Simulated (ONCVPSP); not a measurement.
# Building the ONCV potential for Zr (PBE, non-relativistic).

The input file (ONCVPSP 4.0.1):

```
# ATOM AND REFERENCE CONFIGURATION
# atsym  z   nc   nv     iexc    psfile
  Zr 40.00    6    3        4      upf
#
#   n    l    f
    1    0    2.00
    2    0    2.00
    2    1    6.00
    3    0    2.00
    3    1    6.00
    3    2   10.00
    4    0    2.00
    4    1    6.00
    4    2    1.00
#
# PSEUDOPOTENTIAL AND OPTIMIZATION
# lmax
    3
#
#   l,   rc,      ep,       ncon, nbas, qcut
    0    1.30    0.00    4    8    4.20
    1    1.30    0.00    3    7    6.80
    2    2.05    0.00    4    9    7.60
    3    1.80    0.02    4    7    5.70
#
# LOCAL POTENTIAL
# lloc, lpopt,  rc(5),   dvloc0
    4    5    0.85    0.00
#
# VANDERBILT-KLEINMAN-BYLANDER PROJECTORs
# l, nproj, debl
    0    2    0.70
    1    2    0.70
    2    2    0.60
    3    2    1.20
#
# MODEL CORE CHARGE
# icmod, fcfact, rcfact
    3    1.50    1.50
#
# LOG DERIVATIVE ANALYSIS
# epsh1, epsh2, depsh
   -4.00    5.00    0.02
#
# OUTPUT GRID
# rlmax, drl
    6.00    0.01
#
# TEST CONFIGURATIONS
# ncnf
    4
# nvcnf
#   n    l    f
    4
    4    0    2.00
    4    1    6.00
    4    2    2.00
    5    0    2.00
#
    4
    4    0    2.00
    4    1    6.00
    4    2    2.00
    5    0    1.00
#
    3
    4    0    2.00
    4    1    6.00
    4    2    2.00
#
    5
    4    0    2.00
    4    1    6.00
    4    2    2.00
    5    0    1.00
    5    1    1.00
#
```

Command:

```bash
oncvpspnr.x < Zr.dat > Zr.out
```

Output (shortened: citation, most of the input echo, consistency checks and plot data are left out):

```
ONCVPSP  (Optimized Norm-Conservinng Vanderbilt PSeudopotential)
scalar-relativistic version 4.0.1

#   n    l    f        energy (Ha)
    1    0    2.00    -6.4122317E+02
    2    0    2.00    -8.8362558E+01
    2    1    6.00    -8.1066691E+01
    3    0    2.00    -1.5287249E+01
    3    1    6.00    -1.2547075E+01
    3    2   10.00    -7.5547825E+00
    4    0    2.00    -2.9087093E+00
    4    1    6.00    -2.1629804E+00
    4    2    1.00    -1.0508631E+00

Reference configufation results
  iterations    21
  all-electron total energy (Ha)   -3.53889513D+03

Begin loop to  construct optimized pseudo wave functions
and semi-local pseudopoentials for all angular momenta

WARNING wellstate: negative energy specified for n= 5 l=  0
WARNING scattering state with energy  0.25000000
WARNING will be used for the first projector

   Wellstate for l =  0  n =  6
     eigenvalue =   0.2500
     asymptotic potential =   0.7500
     half-point radius =  2.5374

Calculating optimized projector #   1

 for l=   0

    Fraction of norm inside rc  0.610475
    Optimizing pswf for qcut=   4.20 a_B^-1,  ecut=   8.82 Ha
    Residual kinetic energy error=  6.56D-02 Ha

    Energy error per electron        Cutoff
         Ha          eV             Ha
         0.01000     0.27211       46.90
         0.00100     0.02721       97.45
         0.00010     0.00272      112.38
         0.00001     0.00027      172.66

Calculating optimized projector #   2

 for l=   0

    Fraction of norm inside rc  0.028774
    Optimizing pswf for qcut=   4.20 a_B^-1,  ecut=   8.82 Ha
    Residual kinetic energy error=  1.76D-02 Ha

    Energy error per electron        Cutoff
         Ha          eV             Ha
         0.01000     0.27211       10.48
         0.00100     0.02721       29.12
         0.00010     0.00272       84.19
         0.00001     0.00027      134.67

WARNING wellstate: negative energy specified for n= 5 l=  1
WARNING scattering state with energy  0.25000000
WARNING will be used for the first projector

   Wellstate for l =  1  n =  6
     eigenvalue =   0.2500
     asymptotic potential =   0.7500
     half-point radius =  3.4296

Calculating optimized projector #   1

 for l=   1

    Fraction of norm inside rc  0.502765
    Optimizing pswf for qcut=   6.80 a_B^-1,  ecut=  23.09 Ha
    Residual kinetic energy error=  5.63D-04 Ha

    Energy error per electron        Cutoff
         Ha          eV             Ha
         0.01000     0.27211       14.20
         0.00100     0.02721       21.31
         0.00010     0.00272       80.41
         0.00001     0.00027      135.00

Calculating optimized projector #   2

 for l=   1

    Fraction of norm inside rc  0.037719
    Optimizing pswf for qcut=   6.80 a_B^-1,  ecut=  23.09 Ha
    Residual kinetic energy error=  1.77D-04 Ha

    Energy error per electron        Cutoff
         Ha          eV             Ha
         0.01000     0.27211        6.87
         0.00100     0.02721       18.31
         0.00010     0.00272       25.20
         0.00001     0.00027       70.60

WARNING wellstate: negative energy specified for n= 5 l=  2
WARNING scattering state with energy  0.25000000
WARNING will be used for the first projector

   Wellstate for l =  2  n =  6
     eigenvalue =   0.2500
     asymptotic potential =   0.7500
     half-point radius =  5.1495

Calculating optimized projector #   1

 for l=   2

    Fraction of norm inside rc  0.680016
    Optimizing pswf for qcut=   7.61 a_B^-1,  ecut=  28.95 Ha
    Residual kinetic energy error=  3.88D-08 Ha

    Energy error per electron        Cutoff
         Ha          eV             Ha
         0.01000     0.27211       12.00
         0.00100     0.02721       16.32
         0.00010     0.00272       20.08
         0.00001     0.00027       23.13

Calculating optimized projector #   2

 for l=   2

    Fraction of norm inside rc  0.070638
    Optimizing pswf for qcut=   7.61 a_B^-1,  ecut=  28.95 Ha
    Residual kinetic energy error=  5.05D-08 Ha

    Energy error per electron        Cutoff
         Ha          eV             Ha
         0.01000     0.27211       10.77
         0.00100     0.02721       15.46
         0.00010     0.00272       19.54
         0.00001     0.00027       22.96

   Wellstate for l =  3  n =  5
     eigenvalue =   0.0200
     asymptotic potential =   0.5200
     half-point radius =  6.4443

   Wellstate for l =  3  n =  6
     eigenvalue =   1.2200
     asymptotic potential =   1.7200
     half-point radius =  4.2944

Calculating optimized projector #   1

 for l=   3

    Fraction of norm inside rc  0.098340
    Optimizing pswf for qcut=   5.71 a_B^-1,  ecut=  16.29 Ha
    Residual kinetic energy error=  1.84D-03 Ha

    Energy error per electron        Cutoff
         Ha          eV             Ha
         0.01000     0.27211       12.00
         0.00100     0.02721       18.32
         0.00010     0.00272       54.65
         0.00001     0.00027       64.08

Calculating optimized projector #   2

 for l=   3

    Fraction of norm inside rc  0.124612
    Optimizing pswf for qcut=   5.71 a_B^-1,  ecut=  16.29 Ha
    Residual kinetic energy error=  1.23D-02 Ha

    Energy error per electron        Cutoff
         Ha          eV             Ha
         0.01000     0.27211       16.73
         0.00100     0.02721       23.14
         0.00010     0.00272       43.90
         0.00001     0.00027       65.27

Construct Vanderbilt / Kleinmman-Bylander projectors

B matrix Hermiticity error, ll=   0
   1   2   -4.9557E-08

  Orthonormal projector coefficients  2.2070E+01  5.5625E+00

B matrix Hermiticity error, ll=   1
   1   2    2.7151E-08

  Orthonormal projector coefficients  1.3379E+01  1.3842E+00

B matrix Hermiticity error, ll=   2
   1   2   -3.5859E-09

  Orthonormal projector coefficients  7.1367E+00  5.9155E-01

B matrix Hermiticity error, ll=   3
   1   2   -1.5424E-08

  Orthonormal projector coefficients -1.0044E+01 -6.1890E+00

Model core correction analysis
  based on d2Exc/dn_idn_j

d2excae - all-electron derivatives

   -3.445865D-02   -3.151807D-02   -2.095204D-02
   -3.151818D-02   -3.040341D-02   -2.334667D-02
   -2.095176D-02   -2.334643D-02   -2.701453D-02

d2excps - pseudofunction derivatives with no core correction

   -4.000999D-02   -3.433044D-02   -2.211976D-02
   -3.433129D-02   -3.284864D-02   -2.447905D-02
   -2.211974D-02   -2.447886D-02   -2.750286D-02

rms 2nd derivative error    2.541879E-03

rmatch, rhocmatch    0.8444    7.2380

Teter function model core charge with specified parameters

d2excps - pseudofunction derivatives with core correction

   -3.363863D-02   -3.099429D-02   -2.096998D-02
   -3.099439D-02   -3.025344D-02   -2.346211D-02
   -2.096968D-02   -2.346185D-02   -2.707938D-02

rms 2nd derivative error    3.764042E-04

Pseudoatom total energy  -45.066847

Diagnostic tests using Vanderbilt-Kleinman-Bylander pseudopotentials
  1 or more projectors used as specified by nproj input data

   l    rcore       rmatch      e in        delta e   norm test  slope test

   0   1.3067989   1.3464762  -2.9087093   0.0000000   1.0000000   1.0000001
   0   1.3067989   1.3464762   0.2500000  -0.0000004   1.0000001   1.0000001

   1   1.3067989   1.3464762  -2.1629804   0.0000774   1.0000019   1.0001788
   1   1.3067989   1.3464762   0.2500000   0.0001131   1.0000226   1.0000226

   2   2.0589950   2.1215106  -1.0508631   0.0000000   1.0000000   1.0000000
   2   2.0589950   2.1215106   0.2500000  -0.0000000   1.0000000   1.0000000

   3   1.8050936   1.8599001   0.0200000  -0.0000001   1.0000000   1.0000000
   3   1.8050936   1.8599001   1.2200000   0.0000001   0.9999999   0.9999999

 Testing for bound ghosts
   n   l    E NL Schr. Eq   E Basis Diag.   E Cutoff

   1   0       -2.908709       -2.908429    153.29

   2   1       -2.162903       -2.161611    129.65

   3   2       -1.050863       -1.050628    104.55

       3                       -0.273956     90.26  WARNING - GHOST(-)

 Testing for highly-localized positive-energy ghosts
       l    <radius>/rc     E Basis Diag.   E Cutoff

       0        0.219999       -1.629040    153.29  WARNING - GHOST(+)

       1        0.813315        6.868790    129.65  WARNING - GHOST(+)

       3        0.824691        3.491566     90.26  WARNING - GHOST(+)

Test configuration 0

   n   l     f        eae           eps        diff
   1   0  2.0000 -641.22317427
   2   0  2.0000  -88.36255775
   2   1  6.0000  -81.06669149
   3   0  2.0000  -15.28724907
   3   1  6.0000  -12.54707527
   3   2 10.0000   -7.55478246
   4   0  2.0000   -2.90870929   -2.90870929    0.00D+00
   4   1  6.0000   -2.16298036   -2.16290294    7.74D-05
   4   2  1.0000   -1.05086310   -1.05086310    0.00D+00

    Total energies and differences
      AE_ref= -3.53889513D+03  AE_tst= -3.53889513D+03  dif=  0.00D+00
      PS_ref= -4.50668473D+01  PS_tst= -4.50668473D+01  dif= -1.42D-14
      PSP excitation error=  1.42D-14

Test configuration 1

   n   l     f        eae           eps        diff
   1   0  2.0000 -640.20157859
   2   0  2.0000  -87.33824323
   2   1  6.0000  -80.04253374
   3   0  2.0000  -14.26910754
   3   1  6.0000  -11.52891104
   3   2 10.0000   -6.53604576
   4   0  2.0000   -1.91920533   -1.91899877    2.07D-04
   4   1  6.0000   -1.18491989   -1.18486686    5.30D-05
   4   2  2.0000   -0.14562365   -0.14576245   -1.39D-04
   5   0  2.0000   -0.15708138   -0.15696571    1.16D-04

    Total energies and differences
      AE_ref= -3.53889513D+03  AE_tst= -3.54045666D+03  dif= -1.56D+00
      PS_ref= -4.50668473D+01  PS_tst= -4.66281918D+01  dif= -1.56D+00
      PSP excitation error= -1.82D-04

Test configuration 2

   n   l     f        eae           eps        diff
   1   0  2.0000 -640.44653943
   2   0  2.0000  -87.58106477
   2   1  6.0000  -80.28551345
   3   0  2.0000  -14.51208719
   3   1  6.0000  -11.77187415
   3   2 10.0000   -6.77886485
   4   0  2.0000   -2.16182242   -2.16189514   -7.27D-05
   4   1  6.0000   -1.42761537   -1.42763797   -2.26D-05
   4   2  2.0000   -0.37860350   -0.37868240   -7.89D-05
   5   0  1.0000   -0.35545824   -0.35533144    1.27D-04

    Total energies and differences
      AE_ref= -3.53889513D+03  AE_tst= -3.54020230D+03  dif= -1.31D+00
      PS_ref= -4.50668473D+01  PS_tst= -4.63739658D+01  dif= -1.31D+00
      PSP excitation error= -5.50D-05

Test configuration 3

   n   l     f        eae           eps        diff
   1   0  2.0000 -640.73568774
   2   0  2.0000  -87.86737424
   2   1  6.0000  -80.57203040
   3   0  2.0000  -14.79821374
   3   1  6.0000  -12.05797792
   3   2 10.0000   -7.06480442
   4   0  2.0000   -2.44525914   -2.44578701   -5.28D-04
   4   1  6.0000   -1.71002131   -1.71020590   -1.85D-04
   4   2  2.0000   -0.64562238   -0.64566804   -4.57D-05

    Total energies and differences
      AE_ref= -3.53889513D+03  AE_tst= -3.53973885D+03  dif= -8.44D-01
      PS_ref= -4.50668473D+01  PS_tst= -4.59106042D+01  dif= -8.44D-01
      PSP excitation error=  4.14D-05

Test configuration 4

   n   l     f        eae           eps        diff
   1   0  2.0000 -640.24491154
   2   0  2.0000  -87.38084296
   2   1  6.0000  -80.08513131
   3   0  2.0000  -14.31201959
   3   1  6.0000  -11.57180555
   3   2 10.0000   -6.57887287
   4   0  2.0000   -1.96214786   -1.96216786   -2.00D-05
   4   1  6.0000   -1.22767106   -1.22767613   -5.07D-06
   4   2  2.0000   -0.18262182   -0.18270168   -7.99D-05
   5   0  1.0000   -0.18153903   -0.18141970    1.19D-04
   5   1  1.0000   -0.07521318   -0.07522431   -1.11D-05

    Total energies and differences
      AE_ref= -3.53889513D+03  AE_tst= -3.54035254D+03  dif= -1.46D+00
      PS_ref= -4.50668473D+01  PS_tst= -4.65242192D+01  dif= -1.46D+00
      PSP excitation error= -4.13D-05
```

oncvpspnr.x prints “scalar-relativistic version” in its banner although the run is non-relativistic.

Note: ghosts flagged at negative energy: s at -44.3 eV (a further GHOST(-) flag falls on a real empty level of the atom); GHOST(+) flagged for f at 95.0 eV, p at 186.9 eV. A true bound ghost makes a file unfit for plane-wave use.

The run took about 4.3 s on one core of a shared server CPU.
